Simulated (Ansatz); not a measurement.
`C[O][Al]([CH3])[Cl]` + `C/N=C(\C)NC` → `CC1=[N+](C)[Al-]([CH3])([Cl])[N]1C` + CH₃OH  (ligand exchange at the Al–O bond)

Computed with Ansatz on PBE0-D4/def2-TZVP structures; ΔE is electronic, products minus reactants. CBS: MP2 limit from def2 TZ/QZ plus the TZ coupled-cluster correction, frozen cores. This one scheme is used for every species. DFT in def2-TZVPP. B3LYP here is the variant with VWN-RPA as its local correlation; programs differ in this. HSE06 is defined as in plane-wave codes. Each species was taken in one conformer, which may not be the lowest.

Is it downhill or uphill in electronic energy at CCSD(T)/CBS, and by how much? (Estimate.)

Computed: Downhill: ΔE = -14.0 kcal/mol.

What do these levels give: LDA (SPW92), r2SCAN-D4, B3LYP-D4, r2SCAN0-D4, BHLYP-D4, revPBE, BLYP, HSE06, HF/def2-SVP, CCSD/def2-SVP, MP2/def2-TZVPP, MP2/def2-QZVPP? (An estimate is asked.)

Computed: LDA (SPW92) -13.7, r2SCAN-D4 -13.9, B3LYP-D4 -12.7, r2SCAN0-D4 -15.0, BHLYP-D4 -14.0, revPBE -11.0, BLYP -7.4, HSE06 -13.5, HF/def2-SVP -14.0, CCSD/def2-SVP -14.8, MP2/def2-TZVPP -14.4, MP2/def2-QZVPP -14.3 kcal/mol.

Largest T1 diagnostic among the species: 0.012.

From PBE to PBE0 (25 % exact exchange), in def2-TZVPP and without D4, ΔE moves by −1.8 kcal/mol. In def2-TZVPP, CCSD(T) changes the Hartree–Fock value by −2.8 kcal/mol (the triples alone add −0.5 kcal/mol) and MP2 by −3.0 kcal/mol.
